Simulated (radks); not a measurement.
Values are calculated unless marked as measured or tabulated.
Question: These are the eigenvalues of the occupied orbitals of an atom or ion with whole-number occupations (hartree). Code: a radial shooting solver on a logarithmic mesh with Libxc functionals. Model: non-relativistic Kohn-Sham, LDA (Slater exchange, Perdew-Wang correlation), spin-unpolarised, spherical densities, point nucleus.

| orbital | eigenvalue |
|---|---|
| 1s | -3050.451 |

Which element is it, and in what charge state? The configuration may be excited.

Answer: Z = 79, gold, charge +77: Au77+ in [He]. The 1s level, -3050.5 hartree, gives Z - s = 78.1 by -(Z - s)^2/2, which with screening narrows Z to a few neighbours, and the depths must fix Z and the occupations together.
